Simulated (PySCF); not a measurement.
C₈H₈O₂.
Numbering: `[CH3:1][C:2](=[O:3])[C:4]1=[CH:5]/[C:6](=[CH:7]/[OH:8])[CH:9]=[CH:10]1` (hydrogens: H11, H12, H13 on C1; H14 on C5; H15 on C7; H16 on O8; H17 on C9; H18 on C10)

Computed by this run: PBE0-D3(BJ)/def2-SVP geometry optimisation, gas phase in PySCF; density fitting, grid level 2; the optimiser is geomeTRIC in internal coordinates, started from a GFN2-xTB structure.

Step 0: E = -12496.2475 eV
```
atom  x, y, z in Å  |  force x, y, z in eV/Å
C1     -3.1280    0.4768    0.4438    0.065  -0.451  -0.286
C2     -2.2107   -0.5251   -0.2211   -0.341   0.284   0.192
O3     -2.6383   -1.4912   -0.8175    0.067  -0.082  -0.055
C4     -0.7750   -0.2589   -0.0999    0.125  -0.349  -0.234
C5     -0.1438    0.7733    0.5292    0.265   0.094   0.057
C6      1.2809    0.5944    0.3712   -0.229  -0.369  -0.228
C7      2.2377    1.4151    0.8576    0.657  -0.152  -0.114
O8      3.5499    1.2554    0.7159   -0.221   0.042   0.035
C9      1.4584   -0.6260   -0.4030    0.328   0.355   0.210
C10     0.2396   -1.1262   -0.6794   -0.384   0.085   0.075
H11    -2.9165    0.5190    1.5099    0.074   0.096   0.440
H12    -4.1623    0.1803    0.2907   -0.338  -0.109  -0.059
H13    -2.9667    1.4652    0.0196    0.058   0.437  -0.106
H14    -0.5846    1.5947    1.0607   -0.345   0.468   0.306
H15     1.9933    2.3040    1.4252   -0.066   0.361   0.227
H16     3.7375    0.4525    0.2066   -0.083   0.088   0.056
H17     2.4039   -1.0461   -0.6986    0.486  -0.290  -0.197
H18     0.0031   -2.0160   -1.2313   -0.117  -0.508  -0.319
```

Step 1: E = -12496.2968 eV
```
atom  x, y, z in Å  |  force x, y, z in eV/Å
C1     -3.1512    0.4777    0.4440   -0.017   0.090   0.059
C2     -2.2162   -0.5080   -0.2096    0.073  -0.144  -0.094
O3     -2.6333   -1.4791   -0.8100   -0.024   0.040   0.026
C4     -0.7650   -0.2630   -0.1017   -0.068   0.087   0.060
C5     -0.1259    0.7733    0.5316   -0.038   0.010   0.005
C6      1.2991    0.5778    0.3617    0.048   0.044   0.028
C7      2.2525    1.4125    0.8563   -0.063   0.104   0.065
O8      3.5604    1.2789    0.7278    0.032  -0.020  -0.012
C9      1.4769   -0.6426   -0.4135    0.057  -0.057  -0.037
C10     0.2406   -1.1396   -0.6866   -0.008  -0.080  -0.052
H11    -2.9543    0.5382    1.5268   -0.011  -0.001  -0.033
H12    -4.1882    0.1614    0.2771    0.016  -0.008  -0.006
H13    -3.0024    1.4875    0.0284   -0.009  -0.032   0.013
H14    -0.5844    1.6041    1.0701    0.027  -0.027  -0.018
H15     1.9868    2.3083    1.4299    0.004  -0.050  -0.031
H16     3.7580    0.4811    0.2180    0.017  -0.013  -0.009
H17     2.4271   -1.0848   -0.7228   -0.036   0.015   0.011
H18    -0.0024   -2.0425   -1.2481    0.002   0.040   0.026
```

Task: Estimate the geometry and energy of step 2. (The exact step hangs on the optimiser's Hessian estimate; all steps are aligned on step 1, rigid shifts and turns removed.)

Result: E = -12496.2970 eV, largest force 0.085 eV/Å
```
atom  x, y, z in Å  |  force x, y, z in eV/Å
C1     -3.1570    0.4737    0.4420    0.012   0.039   0.025
C2     -2.2148   -0.5092   -0.2101   -0.034  -0.019  -0.012
O3     -2.6328   -1.4798   -0.8101    0.045   0.009   0.004
C4     -0.7658   -0.2567   -0.0976    0.042  -0.004  -0.004
C5     -0.1218    0.7778    0.5339   -0.054   0.013   0.010
C6      1.3038    0.5819    0.3640   -0.051   0.016   0.011
C7      2.2575    1.4167    0.8585    0.008  -0.072  -0.045
O8      3.5642    1.2701    0.7228    0.032   0.048   0.029
C9      1.4787   -0.6402   -0.4123   -0.020  -0.002   0.000
C10     0.2401   -1.1342   -0.6836    0.025  -0.028  -0.018
H11    -2.9653    0.5353    1.5246    0.000   0.000   0.000
H12    -4.1906    0.1504    0.2703    0.002  -0.005  -0.003
H13    -3.0131    1.4835    0.0270    0.000   0.000  -0.001
H14    -0.5764    1.6091    1.0726    0.000   0.007   0.005
H15     1.9968    2.3121    1.4317    0.011  -0.005  -0.004
H16     3.7541    0.4704    0.2123   -0.013   0.008   0.005
H17     2.4264   -1.0842   -0.7228   -0.002  -0.002  -0.002
H18    -0.0057   -2.0354   -1.2439   -0.003  -0.002  -0.001
```

The energy changes by -0.0002 eV. The first-order estimate −F·Δx gives -0.0020 eV and the mean of the old and new forces, exact on a quadratic surface, -0.0002 eV. The step makes an angle of 81° with the force vector and moves no atom by more than 0.013 Å.

What follows is the cost of the whole optimisation. On AMD EPYC 9R45, one thread (shared host), this took 41 s of wall time and 0.83 GiB of memory at its peak.
